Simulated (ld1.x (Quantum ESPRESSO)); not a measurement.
Plane-wave convergence, PAW potential for silver (Ag)

ld1.x (Quantum ESPRESSO) 7.5 input, shortened:

```
&input
   title='Ag', zed=47., rel=1, dft='PBE', iswitch=3,
   config='[Kr] 4d9 4f-2 5s0 5p0'
 /
 &inputp
   pseudotype=3, lpaw=.true., tm=.true., lloc=-1, rcloc=1.70,
   nlcc=.true., new_core_ps=.true.,
   which_augfun='BESSEL', rmatch_augfun=1.20
 /
8
5S  1  0   0.00   0.00  1.85  2.10  0.0
5S  1  0   0.00   0.10  1.85  2.10  0.0
4P  2  1   6.00   0.00  1.30  1.50  0.0
5P  3  1   0.00   0.00  1.30  1.50  0.0
4D  3  2   9.00   0.00  1.10  1.50  0.0
4D  3  2   0.00  -1.65  1.10  1.50  0.0
4F  4  3  -2.00  -0.05  1.85  2.05  0.0
4F  4  3  -2.00   1.70  1.85  2.05  0.0
 &test
   configts(1)='4p6 4d9 5s0 5p0'
 /
```

The pseudo-atom Hamiltonian at the reference potential is diagonalised in spherical Bessel functions j_l(qr) that vanish at 20 bohr, with q² up to the cutoff. All-electron valence levels (Ry): 5s -1.5283, 4p -5.9517, 5p -1.0545, 4d -2.1235.

How do the lowest levels (Ry) of each channel move with the cutoff, and are there ghosts?

```tsv
cutoff (Ry)	s #1	s #2	p #1	p #2	d #1	f #1	Σ f·Δε (mRy)
8	-1.5267	-0.5511	-4.5185	-0.8438	-0.9421	-0.2817	19232.1
15	-2.1504	-1.5277	-5.6718	-0.9650	-1.3674	-0.2837	8485.1
21	-3.1014	-1.5282	-5.8659	-0.9949	-1.7917	-0.2842	3501.2
35	-3.4564	-1.5283	-5.9497	-1.0316	-2.0951	-0.2843	268.3
50	-3.4769	-1.5283	-5.9509	-1.0516	-2.1227	-0.2843	12.6
70	-3.4780	-1.5283	-5.9516	-1.0542	-2.1231	-0.2843	3.9
90	-3.4781	-1.5283	-5.9516	-1.0544	-2.1234	-0.2843	1.2
120	-3.4781	-1.5283	-5.9517	-1.0545	-2.1235	-0.2843	0.5
400	-3.4781	-1.5283	-5.9517	-1.0545	-2.1235	-0.2843	0.0
```

Result: ghost state, extra bound levels that the all-electron valence spectrum of the same l lacks: s at -47.3 eV (a true bound ghost makes a file unfit for plane-wave use); 10 mRy is reached at 60 Ry and 1 mRy at 100 Ry.

Test run stopped at test 1 of 7 (negative rho).
